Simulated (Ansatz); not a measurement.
System: CHNO, charge 0, triplet. This triplet is an excited state, 3.8 eV above the singlet at CCSD(T)/cc-pV5Z (Ansatz, a quantum-chemistry and plane-wave program). CHNO (parent SMILES O=C=N, triplet).
B3LYP-D3(BJ)/def2-TZVP minimum from Ansatz:
```xyz
4

N     -1.1108     0.2803     0.0806
C      0.0720    -0.4387     0.0033
O      1.1241     0.0896    -0.1842
H     -1.6493    -0.0469     0.8900
```
Charge 0, spin multiplicity 3.

Total energies in aug-cc-pVDZ, 16 correlated electrons, 3 frozen orbitals. Radicals and triplets start from unrestricted determinants; spin-orbit coupling is neglected. Cores are frozen in correlated methods. No relativity. The UHF reference of CHNO (parent SMILES N=C=O, triplet) is spin-contaminated (<S^2> up to 0.06 over the pure value in the sets run). The spin of CHNO (parent SMILES N=C=O, triplet) was assumed, and the state is the lowest solution found for it.

```tsv
method	program	energy (Eh)	minus CCSDT(Q) (mEh)
HF	Ansatz	-167.69222	484.76
MP2	Ansatz	-168.13165	45.32
CCSD	Ansatz	-168.15521	21.77
CCSD(T)	Ansatz	-168.17377	3.20
CCSDT(Q)	Ansatz	-168.17698	0.00
```

Rough core times of Ansatz's runs on a shared machine: CCSD(T) under 20 s, CCSDT(Q) 20 min.
